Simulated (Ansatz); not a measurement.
Coupled-cluster diagnostics for B2N2, Ansatz.

Geometry of the singlet (r2SCAN-D4/def2-TZVP):

```
atom   x (Å)   y (Å)   z (Å)
  B1   0.361   0.480  -0.442
  B2  -0.361  -0.480   0.442
  N3  -0.147  -0.738  -0.921
  N4   0.147   0.738   0.921
```

Correlated methods freeze 4 core orbitals. The geometry of the singlet was relaxed on an unsound state (an occupied level 0.05 eV above an empty one). The structure comes from a short search, and lower isomers may exist.

Geometry of the charge 0 triplet (r2SCAN-D4/def2-TZVP):

```xyz
4

B    -0.6294    0.1510    0.4631
B     0.6294   -0.1510   -0.4631
N    -0.6307   -0.8156   -0.5911
N     0.6307    0.8156    0.5911
```

Geometry of the charge 0 quintet (r2SCAN-D4/def2-TZVP):

| atom | x (Å) | y (Å) | z (Å) |
| --- | --- | --- | --- |
| B1 | -0.963 | 0.203 | 0.268 |
| B2 | 0.963 | -0.204 | -0.268 |
| N3 | -0.076 | 0.676 | -0.787 |
| N4 | 0.076 | -0.676 | 0.787 |

**Question.** Estimate the CCSD(T) correlation energy, the shares of MP2 and (T), T1 and the reference's ⟨S²⟩ for: charge 0, singlet, own geometry in def2-TZVPP; charge 0, singlet, own geometry in def2-TZVPD; charge 0, triplet, own geometry in def2-TZVPP; charge 0, quintet, own geometry in def2-TZVPP; charge 1, doublet, vertical in def2-TZVPP; charge -1, doublet, vertical in def2-TZVPD; and the rough time on 4 threads of Arm Neoverse V1 on a shared host.

**Answer.** 
```json
{"state": "charge 0, singlet, own geometry", "basis": "def2-TZVPP", "correlation (eV)": "-16.276", "MP2 share (%)": "94.3", "(T) share (%)": "5.9", "T1": "0.027", "⟨S²⟩ (pure)": "0.00 (0.00)", "wall time": "5.5 s", "remarks": "large T1 (0.027), restricted SCF unstable"}
{"state": "charge 0, singlet, own geometry", "basis": "def2-TZVPD", "correlation (eV)": "-16.328", "MP2 share (%)": "94.4", "(T) share (%)": "6.0", "T1": "0.027", "⟨S²⟩ (pure)": "0.00 (0.00)", "wall time": "9 s", "remarks": "large T1 (0.027), restricted SCF unstable"}
{"state": "charge 0, triplet, own geometry", "basis": "def2-TZVPP", "correlation (eV)": "-15.463", "MP2 share (%)": "91.0", "(T) share (%)": "5.7", "T1": "0.030", "⟨S²⟩ (pure)": "2.16 (2.00)", "wall time": "6.5 s", "remarks": "spin-contaminated (⟨S²⟩ 2.16)"}
{"state": "charge 0, quintet, own geometry", "basis": "def2-TZVPP", "correlation (eV)": "-14.441", "MP2 share (%)": "89.5", "(T) share (%)": "5.6", "T1": "0.042", "⟨S²⟩ (pure)": "6.12 (6.00)", "wall time": "6.5 s", "remarks": "–"}
{"state": "charge 1, doublet, vertical", "basis": "def2-TZVPP", "correlation (eV)": "-14.649", "MP2 share (%)": "90.6", "(T) share (%)": "5.5", "T1": "0.032", "⟨S²⟩ (pure)": "0.88 (0.75)", "wall time": "11 s", "remarks": "spin-contaminated (⟨S²⟩ 0.88)"}
{"state": "charge -1, doublet, vertical", "basis": "def2-TZVPD", "correlation (eV)": "-16.710", "MP2 share (%)": "94.0", "(T) share (%)": "5.8", "T1": "0.027", "⟨S²⟩ (pure)": "0.86 (0.75)", "wall time": "27 s", "remarks": "spin-contaminated (⟨S²⟩ 0.86)"}
```
Customary marks for T1 are 0.02 (closed shells), 0.045 (open shells) and about 0.05 (3d metals). T1 exceeds 0.02 in 6 of 6 rows and 0.045 in 0; the higher it lies, the less the single-reference result can be trusted.
